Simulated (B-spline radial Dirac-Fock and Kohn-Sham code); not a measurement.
Z = 51 (antimony), transition energy 500 keV. Level of theory: a Dirac-Hartree-Slater potential of the neutral atom with a Latter tail (no hole, which puts coefficients of high multipoles low close above an edge), finite nucleus with surface currents; an atomic code on a B-spline grid. Subshells that would emit electrons below 1 keV are left out.

Question: A pure transition shows α(K) = 0.0180, L1/L2 = 2.54 and L1/L3 = 4.89. What is its multipolarity?
A. E3
B. M3
C. E2
D. M1
E. E4
F. M4
G. M2
H. E1

Answer: A. For comparison, α(K), L1/L2, L1/L3 are E1 0.00220, 26.0, 19.2; E2 0.00666, 7.02, 9.43; E4 0.0473, 1.24, 2.83; M1 0.00753, 24.0, 85.1; M2 0.0243, 14.3, 42.4; M3 0.0685, 9.40, 14.1; M4 0.189, 6.74, 6.38.

Values without a named source are computed, but for edge energies of neutral atoms, which are taken from tables.
